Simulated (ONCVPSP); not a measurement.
## bromine: one change to an ONCV potential, before and after

ONCVPSP 4.0.1 input, shortened (lines: element, Z, core and valence counts, functional; n l f; lmax; l rc ep ncon nbas qcut; lloc lpopt rc5 dvloc0; l nproj debl; icmod fcfact rcfact), LDA (Perdew-Wang 92), scalar-relativistic:

```
  Br 35.00    3    5  -001012      upf
    1    0    2.00
    2    0    2.00
    2    1    6.00
    3    0    2.00
    3    1    6.00
    3    2   10.00
    4    0    2.00
    4    1    5.00
    2
    0    0.75    0.00    4    8   17.90
    1    0.75    0.00    4    8   22.40
    2    0.65    0.00    4    7   21.10
    2    5    0.65    0.00
    0    2    1.70
    1    2    3.20
    2    0    1.30
    0    0.00    0.00
```

Change: d: nproj 1; local potential polynomial inside 0.50 bohr (lpopt 5, dvloc0 0 Ha).

Cutoffs: the cutoffs (Ha) at which the residual kinetic energy of the hardest occupied pseudo-wave falls to 1 and 0.1 mHa per electron; they do not see the model core or the augmentation charge, which bear on the density cutoff. Errors are all-electron minus pseudo energies relative to the spin-unpolarised reference configuration.

Task: What does the change do?

Result: The potential gets neither clearly harder nor softer (206 Ha and 292 Ha → 206 Ha and 292 Ha); of the 4 tests that both files solve, the error grows in 1 and shrinks in 3 by more than 15 % and 0.3 meV (median size 5.4 → 2.1 meV); neither file shows a bound ghost.

| quantity | base | changed |
| --- | --- | --- |
| cutoff, loose | 206 Ha | 206 Ha |
| cutoff, tight | 292 Ha | 292 Ha |
| bound ghosts | none | none |
| GHOST(+) flags under 300 eV | none | none |
| error for 3s2 3p6 3d10 4s2 4p4, meV [ΔE 12.70 eV] | -3.0 | -0.2 |
| error for 3s2 3p6 3d10 4s2 4p3, meV [ΔE 35.65 eV] | -7.8 | -1.2 |
| error for 3s2 3p6 3d10 4s2 4p2, meV [ΔE 69.86 eV] | -14 | -3.0 |
| error for 3s2 3p6 3d9 4s2 4p6, meV [ΔE 64.47 eV] | -0.7 | +13 |
| s: phases at 0.76 bohr within 0.05 rad from the reference energy up to (Ha; the scan ends near 5) | to the end of the scan | to the end of the scan |
| p: phases at 0.76 bohr within 0.05 rad from the reference energy up to (Ha; the scan ends near 5) | to the end of the scan | to the end of the scan |
| d: phases at 0.66 bohr within 0.05 rad from the reference energy up to (Ha; the scan ends near 5) | to the end of the scan | to the end of the scan |
